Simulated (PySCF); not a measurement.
Radial density of Si(13+) (silicon, charge +13)

UHF, 1s1, 2S determinant. Computed with PySCF 2.14 in an uncontracted even-tempered set (15 s from 7.3 bohr⁻², ratio 2.2; 7 p from 11 bohr⁻², ratio 2.4; 4 d from 34 bohr⁻², ratio 2.4; 3 f from 51 bohr⁻², ratio 2.4; 3 g from 76 bohr⁻², ratio 2.4), with the non-relativistic Hamiltonian (point nucleus).

| r (bohr) | 4πr²ρ (e/bohr) | 4πr²(ρα − ρβ) |
| --- | --- | --- |
| 0.00190 | 0.03762 | 0.0376 |
| 0.00320 | 0.1027 | 0.1027 |
| 0.00538 | 0.2732 | 0.2732 |
| 0.00905 | 0.6976 | 0.6976 |
| 0.0152 | 1.660 | 1.6603 |
| 0.0256 | 3.513 | 3.5125 |
| 0.0431 | 6.095 | 6.0950 |
| 0.0724 | 7.577 | 7.5773 |
| 0.122 | 5.376 | 5.3763 |
| 0.205 | 1.485 | 1.4852 |
| 0.345 | 0.08390 | 0.0839 |
| 0.580 | 0.0003093 | 0.0003 |
